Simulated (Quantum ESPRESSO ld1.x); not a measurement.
Question: Species: Tl XXXIV. Configuration: [Kr] 4d10 4f1 6p1 (not the ground configuration). Calculated with ld1.x of Quantum ESPRESSO 7.5: Dirac Kohn-Sham, relativistic LDA (MacDonald-Vosko exchange, VWN5 correlation), spin-unpolarised, spherical densities, point nucleus; open shells are shared between the two j in proportion to 2j + 1.

Spin-orbit splittings of the eigenvalues, e(l+1/2) - e(l-1/2), with zeta = 2 splitting/(2l+1) and mean radii in bohr:

| shell | occ. | splitting (eV) | zeta (eV) | <r> j=l-1/2 | <r> j=l+1/2 |
|---|---|---|---|---|---|
| 2p | 6 | 2036 | 1357 | 0.05613 | 0.06489 |
| 3p | 6 | 457.7 | 305.1 | 0.1672 | 0.1828 |
| 3d | 10 | 98.16 | 39.26 | 0.1589 | 0.1636 |
| 4p | 6 | 132.4 | 88.26 | 0.3683 | 0.3946 |
| 4d | 10 | ? | ? | 0.3865 | 0.3940 |
| 4f | 1 | 7.496 | 2.142 | 0.3676 | 0.3708 |
| 6p | 1 | 24.43 | 16.29 | 1.084 | 1.127 |

Estimate the 4d splitting.

Answer: 27.20 eV (zeta = 10.88 eV).
